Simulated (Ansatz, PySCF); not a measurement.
Process, species as SMILES: C/C=[C-]\CCC → C/C=C\[C-](C)C
Each molecule is optimised on its own at B3LYP-D3(BJ)/def2-TZVP (Ansatz, a quantum-chemistry and plane-wave program), one conformer each, not searched for the lowest.

Wanted: isomerisation energy (enthalpy at 298 K, with B3LYP-D3(BJ) rigid-rotor harmonic-oscillator terms from PySCF), in kJ/mol. Cores are frozen in the correlated levels unless marked. No spin-orbit coupling. No relativistic terms. Anions need diffuse functions: aug- sets have them; def2-D sets add few; the other sets have none. CBS marks a two-point X^-3 extrapolation of the correlation energy; Hartree-Fock from the larger set. The bracket is a focal-point correction in the basis named.

```
level                                                                 program  isomerisation energy (kJ/mol)
-------------------------------------------------------------  --------------  -----------------------------
HF/STO-3G                                                              Ansatz                          -62.1
HF/6-31G                                                               Ansatz                          -66.6
HF/aug-cc-pVTZ                                                         Ansatz                          -43.0
BLYP-D3(BJ)/def2-TZVPD                                         Ansatz + dftd3                          -76.8
revPBE-D3(BJ)/def2-TZVPD                                       Ansatz + dftd3                          -79.2
r2SCAN-D3(BJ)/def2-TZVPD                                       Ansatz + dftd3                          -76.7
PBE0/6-31G*                                                            Ansatz                          -94.2
PBE0-D4/def2-TZVPD                                             Ansatz + dftd4                          -78.9
BHLYP-D3(BJ)/def2-TZVPD                                        Ansatz + dftd3                          -67.5
HSE06-D3(BJ)/def2-TZVPD                                        Ansatz + dftd3                          -78.6
HSE06/def2-TZVPD                                                       Ansatz                          -76.9
B2GP-PLYP/def2-TZVPD                                                   Ansatz                          -67.7
RPA@PBE/cc-pVQZ                                                        Ansatz                          -60.3
RI-MP2/cc-pVTZ                                                         Ansatz                          -77.2
RI-MP2/CBS(aug-cc-pVTZ,aug-cc-pVQZ)                                    Ansatz                          -75.4
SCS-MP2/6-31G*                                                         Ansatz                          -75.0
SCS-MP2/cc-pVQZ                                                        Ansatz                          -65.7
CCSD/cc-pwCVTZ                                                         Ansatz                          -59.3
CCSD(T)/6-31G                                                          Ansatz                          -76.1
CCSD(T)/cc-pVDZ                                                        Ansatz                          -64.7
RI-MP2/CBS(aug-cc-pVTZ,aug-cc-pVQZ)+[CCSD(T)-MP2]/aug-cc-pVTZ          Ansatz                          -60.0
```
